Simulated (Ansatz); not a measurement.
Start from `O=C=NBCl` and change one element to get `O=C=[N][InH][Cl]`.

Ansatz, PBE0-D4/def2-TZVP geometries, multiplicity 1. Each molecule was computed in one conformer, which needn't be the lowest.

Elements past krypton have def2 core potentials.

```tsv
property	`O=C=NBCl`
HOMO energy (PBE0/def2-TZVPP) / eV	-9.13
HOMO–LUMO gap (PBE0/def2-TZVPP) / eV	7.25
size of the dipole moment (PBE/def2-TZVPP) / D	0.55
HOMO–LUMO gap (B3LYP/def2-TZVPP) / eV	6.79
size of the dipole moment (B3LYP/def2-TZVPP) / D	0.72
HOMO–LUMO gap (PBE/def2-TZVPP) / eV	4.92
```

(1) What does the change do to each property? (An estimate is asked.)

## Answers

(1) The calculation gave: 
```tsv
property	`O=C=[N][InH][Cl]`	shift
HOMO energy (PBE0/def2-TZVPP) / eV	-8.56	0.57
HOMO–LUMO gap (PBE0/def2-TZVPP) / eV	6.51	-0.74
size of the dipole moment (PBE/def2-TZVPP) / D	3.38	2.83
HOMO–LUMO gap (B3LYP/def2-TZVPP) / eV	5.97	-0.82
size of the dipole moment (B3LYP/def2-TZVPP) / D	3.60	2.88
HOMO–LUMO gap (PBE/def2-TZVPP) / eV	4.45	-0.47
```

With PBE0 the HOMO rises by 0.57 eV and the LUMO falls by 0.16 eV, so the gap narrows by about 0.73 eV. PBE moves the HOMO by 0.53 eV and ωB97M-V by 0.58 eV. Dipoles are sizes alone; their direction can turn.

B3LYP here is the variant with VWN-RPA as its local correlation; programs differ in this.
